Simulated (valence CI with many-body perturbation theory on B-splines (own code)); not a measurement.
## Basis-set convergence for Sr25+

Computed by relativistic CI+MBPT: three valence electrons over a frozen Dirac-Fock core [Ne], a basis of 9 s, 9 p, 8 d, 6 f, 3 g, 1 h functions for each j, with the one-electron correlation potential Σ1 (screened to all orders), the two-electron term Σ2, the three-electron term Σ3, Breit, model QED; selected single and double excitations, second order for the rest, scaled by the run's own slope (own B-spline code, finite nucleus).

No measured spectrum was set against this ion. As an estimate, levels of excited configurations hold to 0.05 to 0.15 % of their energy, terms of the ground configuration to about 0.5 %.

The reference run has the lowest level 3s²3p ²P°_1/2 and an ionisation energy of 1221.39 eV. Its largest variational space holds 8624 state functions.

Names give the largest LS component (configuration and term), which can be under half, so a name can repeat, a term be missing and a line seem to break the LS rules; names also repeat where a configuration has a term twice.

Changed runs:
A. basis 6 s, 6 p, 5 d, 3 f, 1 g
B. basis 5 s, 5 p, 4 d, 2 f

Excitation energies of the reference run in cm⁻¹, and shifts in cm⁻¹:

```csv
Level,Reference,A,B
3s²3p ²P°_3/2,126458,-6.9,-15
3s3p² ⁴P_1/2,453421,-87,-282
3s3p² ⁴P_3/2,525154,-122,-382
3s3p² ⁴P_5/2,568036,-82,-255
3s3p² ²D_3/2,651694,+34,+101
3s3p² ²D_5/2,699628,-13,-46
3s3p² ²P_1/2,729341,+134,+424
3s3p² ²S_1/2,855712,+165,+508
3s3p² ²P_3/2,862587,+124,+397
3s²3d ²D_3/2,933898,+297,+971
3s²3d ²D_5/2,949536,+303,+972
3p³ ²D°_3/2,1160090,-15,-92
Ionisation energy (eV),1221.39,-0.016,-0.048
```
